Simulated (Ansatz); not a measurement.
Diphenyl sulfone (C12H10O2S) was relaxed with r2SCAN-D4 (def2-SVP) in Ansatz in these states: charge -1 doublet, neutral singlet. The geometries follow in no particular order.

A:

Cartesian coordinates in Å:
```
O 2.6527 0.7050 -0.4791
S 1.2878 1.1833 -0.2163
O 0.9585 2.6131 -0.1276
C 0.2208 0.4679 -1.4746
C -0.9668 1.1237 -1.8090
C -1.7871 0.5669 -2.7932
C -1.4110 -0.6207 -3.4304
C -0.2093 -1.2547 -3.0956
C 0.6206 -0.7087 -2.1137
C 0.7387 0.4138 1.3134
C 1.3613 -0.7611 1.7425
C 0.9357 -1.3491 2.9361
C -0.0898 -0.7583 3.6825
C -0.6900 0.4284 3.2469
C -0.2738 1.0273 2.0556
H -1.2227 2.0636 -1.3128
H -2.7193 1.0670 -3.0707
H -2.0558 -1.0511 -4.2020
H 0.0875 -2.1739 -3.6086
H 1.5768 -1.1688 -1.8509
H 2.1771 -1.1867 1.1522
H 1.4126 -2.2676 3.2899
H -0.4175 -1.2215 4.6176
H -1.4796 0.8947 3.8428
H -0.7074 1.9676 1.7051
```

B:

Cartesian coordinates in Å:
```
O 0.481 2.830 -0.462
S 0.448 1.736 0.539
O 0.766 2.003 1.963
C -1.166 1.041 0.492
C -1.644 0.280 1.594
C -2.829 -0.435 1.479
C -3.572 -0.425 0.278
C -3.095 0.336 -0.811
C -1.912 1.058 -0.717
C 1.562 0.495 -0.015
C 1.799 0.323 -1.406
C 2.516 -0.779 -1.855
C 3.013 -1.742 -0.951
C 2.778 -1.564 0.430
C 2.064 -0.470 0.900
H -1.073 0.294 2.526
H -3.197 -1.005 2.340
H -4.507 -0.989 0.197
H -3.671 0.370 -1.744
H -1.546 1.665 -1.550
H 1.428 1.084 -2.099
H 2.708 -0.892 -2.929
H 3.579 -2.607 -1.313
H 3.175 -2.293 1.146
H 1.895 -0.315 1.969
```

Task: Judge from the bond lengths which geometry belongs to which state (an estimate).

Result: A is the neutral singlet (S2–C4 1.798 Å, S2–C10 1.798 Å, C4–C5 1.397 Å); B is the charge -1 doublet (S2–C4 1.758 Å, S2–C10 1.758 Å, C4–C5 1.421 Å).

At r2SCAN-D4/def2-SVP the highest occupied level of the relaxed charge -1 doublet lies above zero (up to 1.36 eV). By energy differences its removal costs 0.33 eV (each at its own geometry, to the charge 0 singlet, at PBE0-D4/def2-SVP).
